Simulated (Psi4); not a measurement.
Cl3Sb (SMILES [Cl][Sb]([Cl])[Cl]), singlet, geometry from GFN2-xTB (core potentials on Sb); Psi4 with PBE/def2-SVP.

Psi4 was given this input:
```
memory 2 GB

molecule {
0 1
  Sb    0.00484300   -0.00078460    0.61928673
  Cl   -1.76019696   -0.96558664   -0.60678369
  Cl    0.03597192    2.00418831   -0.61706773
  Cl    1.70969605   -1.03624788   -0.63400877
}

set basis def2-svp
set dft_spherical_points 590

energy('pbe')
print_variables()
```

### Question
What does Psi4 print? Leave out banner, timings and long lists.

### Answer

```
   => Loading Basis Set <=

    Name: DEF2-SVP
    Role: ORBITAL
    Keyword: BASIS

    !!!  WARNING: ECP capability is in beta. Please check occupations closely.  !!!

         ---------------------------------------------------------
                                   SCF
               by Justin Turney, Rob Parrish, Andy Simmonett
                          and Daniel G. A. Smith
                              RKS Reference
         ---------------------------------------------------------

  ==> Geometry <==

    Molecular point group: c1
    Full point group: C1

    Geometry (in Angstrom), charge = 0, multiplicity = 1:

       Center              X                  Y                   Z               Mass
    ------------   -----------------  -----------------  -----------------  -----------------
         SB           0.004499902158    -0.000729014443     0.575414134210   120.903812000000
         CL          -1.760540057842    -0.965531054443    -0.650656285790    34.968852682000
         CL           0.035628822158     2.004243895557    -0.660940325790    34.968852682000
         CL           1.709352952158    -1.036192294443    -0.677881365790    34.968852682000

  Running in c1 symmetry.

  Rotational constants: A =      0.05680  B =      0.05680  C =      0.04002 [cm^-1]
  Rotational constants: A =   1702.82731  B =   1702.82730  C =   1199.76686 [MHz]
  Nuclear repulsion =  395.686560216096666

  Charge       = 0
  Multiplicity = 1
  Electrons    = 74
  Nalpha       = 37
  Nbeta        = 37

  ==> Algorithm <==

  SCF Algorithm Type is DF.
  DIIS enabled.
  MOM disabled.
  Fractional occupation disabled.
  Guess Type is SAD.
  Energy threshold   = 1.00e-06
  Density threshold  = 1.00e-06
  Integral threshold = 1.00e-12

  ==> Primary Basis <==

  Basis Set: DEF2-SVP
    Blend: DEF2-SVP
    Number of shells: 34
    Number of basis functions: 80
    Number of Cartesian functions: 85
    Spherical Harmonics?: true
    Max angular momentum: 2

  Core potential: DEF2-SVP
    Number of shells: 4
    Number of ECP primitives: 18
    Number of ECP core electrons: 28
    Max angular momentum: 3

  ==> DFT Potential <==

   => LibXC <=

    Version 7.1.2
    S. Lehtola, C. Steigemann, M. J. T. Oliveira, and M. A. L. Marques,  SoftwareX 7, 1–5 (2018) (10.1016/j.softx.2017.11.002)

   => Composite Functional: PBE <=

    PBE GGA Exchange-Correlation Functional

    J.P. Perdew et. al., Phys. Rev. Lett., 77(18), 3865-3868, 1996

    Deriv               =              1
    GGA                 =           TRUE
    Meta                =          FALSE

    Exchange Hybrid     =          FALSE
    MP2 Hybrid          =          FALSE

   => Exchange Functionals <=

    1.0000     XC_GGA_X_PBE

   => Correlation Functionals <=

    1.0000     XC_GGA_C_PBE

   => LibXC Density Thresholds  <==

    XC_GGA_C_PBE:  1.00E-12
    XC_GGA_X_PBE:  1.00E-15

   => Molecular Quadrature <=

    Radial Scheme          =       TREUTLER
    Pruning Scheme         =           NONE
    Nuclear Scheme         =       TREUTLER

    Blocking Scheme        =         OCTREE
    BS radius alpha        =              1
    Pruning alpha          =              1
    Radial Points          =             75
    Spherical Points       =            590
    Total Points           =         162377
    Total Blocks           =           1292
    Max Points             =            256
    Max Functions          =             74
    Weights Tolerance      =       1.00E-15

   => Loading Basis Set <=

    Name: (DEF2-SVP AUX)
    Role: JKFIT
    Keyword: DF_BASIS_SCF

  ==> Integral Setup <==

  SCF_SUBTYPE=INCORE selected. In-core MEM_DF algorithm will be used.
  Using in-core AOs.

  ==> MemDFJK: Density-Fitted J/K Matrices <==

    J tasked:                   Yes
    K tasked:                    No
    wK tasked:                   No
    Algorithm:                 Core
    Schwarz Cutoff:           1E-12
    Mask sparsity (%):       3.7813
    Fitting Condition:        1E-10

   => Auxiliary Basis Set <=

  Basis Set: (DEF2-SVP AUX)
    Blend: DEF2-UNIVERSAL-JKFIT
    Number of shells: 160
    Number of basis functions: 602
    Number of Cartesian functions: 774
    Spherical Harmonics?: true
    Max angular momentum: 5

  Minimum eigenvalue in the overlap matrix is 1.5555849596E-02.
  Reciprocal condition number of the overlap matrix is 4.6144421069E-03.
    Using symmetric orthogonalization.

  ==> Pre-Iterations <==

  SCF Guess: Superposition of Atomic Densities via on-the-fly atomic UHF (no occupation information).

   -------------------------
    Irrep   Nso     Nmo
   -------------------------
     A         80      80
   -------------------------
    Total      80      80
   -------------------------

  ==> Iterations <==

                           Total Energy        Delta E     RMS |[F,P]|

   @DF-RKS iter SAD: -1618.50195452081516   -1.61850e+03   0.00000e+00
   @DF-RKS iter   1: -1619.87790508755847   -1.37595e+00   5.23153e-03 ADIIS/DIIS
   @DF-RKS iter   2: -1619.88067246211654   -2.76737e-03   5.00570e-03 ADIIS/DIIS
   @DF-RKS iter   3: -1619.95547896305266   -7.48065e-02   1.49028e-03 ADIIS/DIIS
   @DF-RKS iter   4: -1619.96379711906638   -8.31816e-03   3.07544e-04 ADIIS/DIIS
   @DF-RKS iter   5: -1619.96424850306857   -4.51384e-04   5.16818e-05 DIIS
   @DF-RKS iter   6: -1619.96425890001865   -1.03970e-05   9.01154e-06 DIIS
   @DF-RKS iter   7: -1619.96425927434416   -3.74326e-07   1.58219e-06 DIIS
   @DF-RKS iter   8: -1619.96425928560461   -1.12605e-08   2.19566e-07 DIIS
  Energy and wave function converged.

  ==> Post-Iterations <==

   Electrons on quadrature grid:
      Ntotal   =   73.9999985450 ; deviation = -1.455e-06

    Orbital Energies [Eh]
    ---------------------

    Doubly Occupied:

       1A   -100.639291     2A   -100.639216     3A   -100.639209
       4A     -9.174761     5A     -9.174711     6A     -9.174706
       7A     -7.003776     8A     -7.003765     9A     -7.003761
      10A     -6.995712    11A     -6.995703    12A     -6.995700
      13A     -6.995439    14A     -6.995433    15A     -6.995429
      16A     -5.581895    17A     -3.851286    18A     -3.851286
      19A     -3.846651    20A     -1.292308    21A     -1.292307
      22A     -1.288314    23A     -1.288314    24A     -1.285970
      25A     -0.770136    26A     -0.733502    27A     -0.733499
      28A     -0.530461    29A     -0.367705    30A     -0.367703
      31A     -0.336393    32A     -0.296970    33A     -0.296969
      34A     -0.277012    35A     -0.277010    36A     -0.272232
      37A     -0.267874

    Virtual:

      38A     -0.097105    39A     -0.097105    40A     -0.077064
      41A      0.168102    42A      0.195528    43A      0.195529
      44A      0.218279    45A      0.247043    46A      0.247043
      47A      0.261125    48A      0.402425    49A      0.402426
      50A      0.533750    51A      0.533751    52A      0.607143
      53A      0.686850    54A      0.696401    55A      0.696403
      56A      0.711115    57A      0.711118    58A      0.713374
      59A      0.713376    60A      0.713442    61A      0.713627
      62A      0.729755    63A      0.749859    64A      0.753552
      65A      0.753553    66A      0.809032    67A      0.809034
      68A      0.875408    69A      0.875409    70A      0.883328
      71A      0.942355    72A      0.942357    73A      0.953085
      74A      1.195126    75A      1.195128    76A      1.229224
      77A     18.083745    78A     18.216376    79A     18.216377
      80A     54.120654

    Final Occupation by Irrep:
              A
    DOCC [    37 ]
    NA   [    37 ]
    NB   [    37 ]

  @DF-RKS Final Energy: -1619.96425928560461

   => Energetics <=

    Nuclear Repulsion Energy =            395.6865602160966660
    One-Electron Energy =               -3115.1681327680616960
    Two-Electron Energy =                1203.1482160663113063
    DFT Exchange-Correlation Energy =    -103.6309027999507180
    Empirical Dispersion Energy =           0.0000000000000000
    VV10 Nonlocal Energy =                  0.0000000000000000
    Total Energy =                      -1619.9642592856046122

Computation Completed

Properties will be evaluated at   0.000000,   0.000000,   0.000000 [a0]

Properties computed using the SCF density matrix

 Multipole Moments:

 ------------------------------------------------------------------------------------
     Multipole            Electronic (a.u.)      Nuclear  (a.u.)        Total (a.u.)
 ------------------------------------------------------------------------------------

 L = 1.  Multiply by 2.5417464519 to convert [e a0] to [Debye]
 Dipole X            :          0.3131907           -0.3042328            0.0089578
 Dipole Y            :         -0.0508213            0.0492878           -0.0015335
 Dipole Z            :         40.0473314          -38.9030369            1.1442946
 Magnitude           :                                                    1.1443307

 ------------------------------------------------------------------------------------

  Variable Map:
  ----------------------------------------------------------------------------
  "CURRENT ENERGY"              =>   -1619.964259285605
  "CURRENT REFERENCE ENERGY"    =>   -1619.964259285605
  "DD SOLVATION ENERGY"         =>       0.000000000000
  "DFT FUNCTIONAL TOTAL ENERGY" =>   -1619.964259285605
  "DFT TOTAL ENERGY"            =>   -1619.964259285605
  "DFT VV10 ENERGY"             =>       0.000000000000
  "DFT XC ENERGY"               =>    -103.630902799951
  "GRID ELECTRONS ALPHA"        =>      36.999999272525
  "GRID ELECTRONS BETA"         =>      36.999999272525
  "GRID ELECTRONS TOTAL"        =>      73.999998545050
  "NUCLEAR REPULSION ENERGY"    =>     395.686560216097
  "ONE-ELECTRON ENERGY"         =>   -3115.168132768062
  "PCM POLARIZATION ENERGY"     =>       0.000000000000
  "PE ENERGY"                   =>       0.000000000000
  "SCF ITERATION ENERGY"        =>   -1619.964259285605
  "SCF ITERATIONS"              =>       8.000000000000
  "SCF TOTAL ENERGY"            =>   -1619.964259285605
  "TWO-ELECTRON ENERGY"         =>    1203.148216066311
  "XC GRID RADIAL POINTS"       =>      75.000000000000
  "XC GRID SPHERICAL POINTS"    =>     590.000000000000
  "XC GRID TOTAL POINTS"        =>  162377.000000000000

  Array Variable Map:
  ----------------------------------------------------------------------------
  "CURRENT DIPOLE"              =>       0.008957843021 ... 1.144294586131 1 by 3
  "SCF DIPOLE"                  =>       0.008957843021 ... 1.144294586131 1 by 3
  "SCF TOTAL ENERGIES"          =>   -1618.501954520815 ... -1619.964259285605 1 by 9
```
